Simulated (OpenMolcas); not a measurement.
## neutral sulfur: effect of correlating more closed shells

| Quantity | Value |
| --- | --- |
| Program | OpenMolcas 26.06 |
| Basis | ANO-RCC-VTZP [5s4p2d1f] |
| Scalar Hamiltonian | DKH2, point nucleus |
| Active space | 4 electrons in 3 orbitals (3p) |
| State averaging | 2S+1 = 3 even, 3 roots; 2S+1 = 1 even, 6 roots |
| Spin-orbit coupling | RASSI with atomic mean-field integrals over the reference wave functions, term energies averaged over their components |

Methods on the same reference wave functions:
A. CASSCF
B. SS-CASPT2, IPEA 0.25 Eh, imaginary shift 0.1 Eh (closed shells correlated: 3s)
C. SS-CASPT2, IPEA 0.25 Eh, imaginary shift 0.1 Eh (closed shells correlated: 2s 2p 3s)

Energies in cm⁻¹ above 3s² 3p⁴ ³P₂, the measured ground level; measured values from NIST Handbook of Basic Atomic Spectroscopic Data.

```csv
Level,A,B,C,Measured
3s² 3p⁴ ³P₂,0.0,0.0,0.0,0.0
3s² 3p⁴ ³P₁,367,369,369,396
3s² 3p⁴ ³P₀,539,538,538,574
3s² 3p⁴ ¹D₂,11743,9630,9580,9239
3s² 3p⁴ ¹S₀,28917,23740,23640,22180
```

Deviations, from unrounded energies. A percentage is the sum of absolute deviations over the sum of measured energies, with the sign that they share, or ± where signs differ.

| Against measurement | Levels | A | B | C |
| --- | --- | --- | --- | --- |
| mean absolute deviation (cm-1) | 4 | 2300 | 500 | 470 |
| fine structure of the ground term (%) | 2 | -6.5 | -6.5 | -6.5 |
| other terms of the ground configuration (%) | 2 | +29.4 | +6.2 | +5.7 |

C lies closest to measurement on these levels and A furthest from it. The largest miss of C in the table is 3s² 3p⁴ ¹S₀, by +1500 cm-1. The ranking rests on the paired levels alone, and a cruder setting can come out closer through cancelling errors.

Between B and C the level of the table that moves most is 3s² 3p⁴ ¹S₀, by 97 cm-1 (lowest in C, highest in B). Moves below CASPT2's spread within the term are not significant.

The mean deviations of B to C differ by less than CASPT2's widest spread within a term (150 cm-1), so their order carries little weight.

From A to B the spin-free energies of the other terms of 3s² 3p⁴ shown, above ³P, scale by a factor of 0.82.

The lowest spin-free term lies below A's lowest term by 0.126 hartree in B, 0.144 hartree in C.

What an inner shell adds also hangs on whether the basis holds functions to correlate it.

Term energies are means over components that CASPT2 splits; among the terms shown or strongly mixed into the levels shown the widest spread is 150 cm-1 (3s² 3p⁴ ¹D, C). With the s shell closed, the reference lacks s² → p² mixing. Without dynamic correlation excited terms often stand tens of per cent too high (terms of higher spin than the ground term too low), and those without a measured partner can miss by more than the paired ones (holds for A). Measured partners are found by configuration, term and J. A level has none where our copy of the source lacks it or the pairing is in doubt (some pairs that miss far off the trend of their configuration count as doubtful), and it then counts in no deviation. Only configurations of the active space appear.
